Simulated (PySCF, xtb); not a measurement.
C₂H₆BF, SMILES CCBF.

The structure is a stationary point at r2SCAN-D4/def2-SVP. One conformer was computed; it need not be the lowest.

Calculation: C-PCM-B3LYP/def2-SVP run with PySCF.

The values are the electrostatic part of the solvation free energy, E(continuum) − E(gas) at the gas-phase geometry, in a cavity of scaled van der Waals radii (PySCF's table); cavitation and dispersion terms are not included. In vacuum the orbital gap is 7.67 eV. The dipole moment in vacuum is 1.15 D.

Problem. Estimate the values in water (ε = 78.36), dichloromethane (ε = 8.93), 2-propanol (ε = 19.26). (An estimate is asked for; the answer gives what the named calculation found.)

Solution. 
```json
[
 {"solvent": "water", "ε": "78.36", "ΔG(elec) (kcal/mol)": "-1.3", "dipole (D)": "1.34", "gap (eV)": "7.67"},
 {"solvent": "dichloromethane", "ε": "8.93", "ΔG(elec) (kcal/mol)": "-1.2", "dipole (D)": "1.32", "gap (eV)": "7.67"},
 {"solvent": "2-propanol", "ε": "19.26", "ΔG(elec) (kcal/mol)": "-1.3", "dipole (D)": "1.34", "gap (eV)": "7.67"}
]
```

For comparison, GFN2-xTB/ALPB(water) (xtb, at the GFN2-xTB geometry, all terms of that model) gives -1.2 kcal/mol.
